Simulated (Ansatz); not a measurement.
Ansatz (a first-principles code) input:

Ansatz 0.2 input:
```yaml
crystal:
  periodic: [false, false, false]
  atoms:
    - {symbol: Y, position_ang: [0.13609656, -0.11790235, 0.26725341]}
    - {symbol: O, position_ang: [1.26596856, -0.15246216, -1.16535862]}
    - {symbol: F, position_ang: [-1.71505712, 0.64643208, -0.12222377]}
basis:
  gaussian:
    orbitals: def2-TZVPD
hamiltonian:
  xc: {name: B2PLYP}
total_charge: -1
magnetization: {spin_polarized: true, initial_magnetization: 1}
correlation: {electrons: outside_noble_gas}
```

Task: Which total energy does the run end on?

Result: -213.37819 Eh (B2PLYP/def2-TZVPD). The basis has 120 functions.

This state (charge -1, doublet) is run at the relaxed geometry of the species with charge 0 and multiplicity 1.
